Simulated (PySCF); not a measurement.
HgBr, SMILES [Hg][Br] (connectivity only; charge and spin as stated), neutral, multiplicity 2. Atoms are numbered in the order given.

```xyz
2

Hg     0.0000     0.0000    -0.7963
Br     0.0000     0.0000     1.8201
```
Charge 0, spin multiplicity 2.

Geometry optimised at B3LYP-D3(BJ)/def2-TZVP. The spin state was assumed, not searched. The def2 effective core potentials stand for the cores of Hg; spin–orbit coupling is left out.

All values below come from B3LYP/def2-TZVPD (PySCF).

Gas-phase values at a fixed geometry.

```json
{
  "total_energy": "-2727.74776 hartree",
  "point_group": "C∞v",
  "α spin, highest occupied and lowest empty level": "-7.02 and -1.18 eV",
  "β spin, highest occupied and lowest empty level": "-7.74 and -4.94 eV",
  "dipole_moment": "0.579 e·Å",
  "mean_static_polarisability": "63.4 bohr³ (9.39 Å³)",
  "polarisability_principal_values": "48.1, 48.1, 93.8 bohr³",
  "⟨S²⟩": "0.755 (pure state 0.75)"
}
```
